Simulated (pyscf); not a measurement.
Single points on ωB97X-D3(BJ)/def2-SVP structures (PySCF, gas phase). MP2 and CC: frozen core, UHF for open shells. ΔMP2 is the change of the MP2 total energy from the triple- to the quadruple-zeta basis.

Question: Estimate by transition-state theory (the high-pressure limit) the rate constant of cyclic C₂H₄Ge (SMILES [CH]1=[CH][GeH2]1) → H₂C=CH–GeH: [singlet] (singlet surface; Ge–H, C–Ge broken, C–H formed) at 298 K, with CCSD(T)/def2-TZVPP + ΔMP2(QZVPP) energies (ideal gas, 1 atm, RRHO with modes under 100 cm⁻¹ raised to 100, one conformer, R ln 2 for chiral ones without a mode under 150 cm⁻¹; no tunnelling).

Answer: The electronic barrier is 21.6 kcal/mol and the thermal terms add -3.3, so ΔG‡ = 18.3 kcal/mol. With k_BT/h = 6.21e+12 s⁻¹ and RT = 0.592 kcal/mol, k = 2.6e-01 s⁻¹; so small a molecule is far into fall-off at 1 atm, where the true rate is lower. Wigner's tunnelling factor for 729i cm⁻¹ would be 1.52, likely too low at so high a frequency. A shift of 1 kcal/mol in the barrier changes k by a factor 5.4. This is the saddle that the search found; another between the same sides may lie lower. The CCSD(T) − MP2 part came from Ansatz, without density fitting, on the same reference. The frozen core leaves the outer d or s,p core shells of the metals and heavy elements correlated in the MP2 and CC values, and def2-TZVPP describes them poorly, which can shift differences by a few kcal/mol. Elements up to Kr have no core potential and no relativistic terms here.
